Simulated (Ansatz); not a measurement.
Start from `C=[C](F)[GaH2]` and change one atom or group to get `C=[C](F)[GeH2][CH3]`.

Ansatz, PBE0-D4/def2-TZVP geometries, multiplicity 1. Each molecule was computed in one conformer, which needn't be the lowest.

Scalar relativity is left out up to krypton.

| property | `C=[C](F)[GaH2]` |
| --- | --- |
| LUMO energy (PBE0/def2-TZVPP) / eV | -1.99 |
| HOMO–LUMO gap (B3LYP/def2-TZVPP) / eV | 5.31 |
| HOMO energy (B3LYP/def2-TZVPP) / eV | -7.57 |
| HOMO energy (PBE/def2-TZVPP) / eV | -6.62 |
| HOMO–LUMO gap (ωB97M-V/def2-TZVPP) / eV | 9.80 |
| HOMO–LUMO gap (PBE0/def2-TZVPP) / eV | 5.81 |

(1) What does the change do to each property? (Estimate.)

## Answers

(1) Computed: 
```json
{"property": "LUMO energy (PBE0/def2-TZVPP) / eV", "`C=[C](F)[GeH2][CH3]`": "-0.06", "shift": "1.93"}
{"property": "HOMO–LUMO gap (B3LYP/def2-TZVPP) / eV", "`C=[C](F)[GeH2][CH3]`": "7.09", "shift": "1.78"}
{"property": "HOMO energy (B3LYP/def2-TZVPP) / eV", "`C=[C](F)[GeH2][CH3]`": "-7.38", "shift": "0.19"}
{"property": "HOMO energy (PBE/def2-TZVPP) / eV", "`C=[C](F)[GeH2][CH3]`": "-6.38", "shift": "0.24"}
{"property": "HOMO–LUMO gap (ωB97M-V/def2-TZVPP) / eV", "`C=[C](F)[GeH2][CH3]`": "11.92", "shift": "2.12"}
{"property": "HOMO–LUMO gap (PBE0/def2-TZVPP) / eV", "`C=[C](F)[GeH2][CH3]`": "7.55", "shift": "1.74"}
```

With PBE0 the HOMO rises by 0.18 eV and the LUMO rises by 1.93 eV, so the gap widens by about 1.75 eV. PBE moves the HOMO by 0.24 eV and ωB97M-V by 0.16 eV.

B3LYP here is the variant with VWN-RPA as its local correlation; programs differ in this.
